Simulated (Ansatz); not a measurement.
Start from `C=C(N)[O][GeH3]` and change one atom or group to get `C=C(N)S[SiH3]`.

Ansatz, PBE0-D4/def2-TZVP geometries, multiplicity 1. Each molecule was computed in one conformer, which needn't be the lowest.

Scalar relativity is left out up to krypton.

```tsv
property	`C=C(N)[O][GeH3]`
LUMO energy (B3LYP/def2-TZVPP) / eV	-0.05
HOMO energy (PBE/def2-TZVPP) / eV	-4.93
size of the dipole moment (ωB97M-V/def2-TZVPP) / D	2.06
HOMO–LUMO gap (PBE0/def2-TZVPP) / eV	6.27
HOMO energy (B3LYP/def2-TZVPP) / eV	-5.86
LUMO energy (PBE0/def2-TZVPP) / eV	0.21
```

Q: What does the change do to each property? (Best estimate.)

A: Computed: 
| property | `C=C(N)S[SiH3]` | shift |
| --- | --- | --- |
| LUMO energy (B3LYP/def2-TZVPP) / eV | -0.10 | -0.05 |
| HOMO energy (PBE/def2-TZVPP) / eV | -5.25 | -0.32 |
| size of the dipole moment (ωB97M-V/def2-TZVPP) / D | 1.99 | -0.07 |
| HOMO–LUMO gap (PBE0/def2-TZVPP) / eV | 6.46 | 0.19 |
| HOMO energy (B3LYP/def2-TZVPP) / eV | -6.14 | -0.28 |
| LUMO energy (PBE0/def2-TZVPP) / eV | 0.11 | -0.10 |

With PBE0 the HOMO falls by 0.30 eV and the LUMO falls by 0.10 eV, so the gap widens by about 0.20 eV. PBE moves the HOMO by -0.32 eV and ωB97M-V by -0.24 eV. Dipoles are sizes alone; their direction can turn.

B3LYP here is the variant with VWN-RPA as its local correlation; programs differ in this.
